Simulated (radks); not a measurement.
The numbers below are computed, except where a source is named.
Question: These are the eigenvalues of the occupied orbitals of an atom or ion with whole-number occupations (eV). Code: a radial shooting solver on a logarithmic mesh with Libxc functionals. Model: scalar-relativistic Kohn-Sham, PBEsol, spin-polarised, spherical densities, finite nucleus; Fermi nuclear charge, rms radius of each element as measured or else 0.836 A^(1/3) + 0.57 fm.

orbital  eigenvalue
1s up     -88083.38
1s down   -88083.16
2s up     -15788.15
2s down   -15788.03
2p up     -13556.05
2p down   -13555.88
3s up     -3818.998
3s down   -3818.855
3p up     -3178.592
3p down   -3178.434
3d up     -2523.355
3d down   -2523.203
4s up     -893.7793
4s down   -893.5332
4p up     -683.7569
4p down   -683.4941
4d up     -440.1623
4d down   -439.8576
5s up     -181.3046
5s down   -180.1626
4f up     -171.1227
4f down   -170.7459
5p up     -122.4099
5p down   -121.2492
5d up      -55.9790
5d down    -54.6848
6s up      -41.3937
6p up      -29.0842

Which element is it, and in what charge state? The configuration may be excited. Open shells, if any, are filled with parallel spins first.

Answer: Z = 82, lead, charge +3: Pb3+ in [Kr] 4d10 4f14 5s2 5p5 5d10 6s1 6p1. The list shows which subshells hold electrons but not how many an open one holds; the 1s level, -3237 hartree, gives Z - s = 80.5 by -(Z - s)^2/2, which with screening and relativity narrows Z to a few neighbours, and the depths of the outer levels then fix element, charge and occupations together.
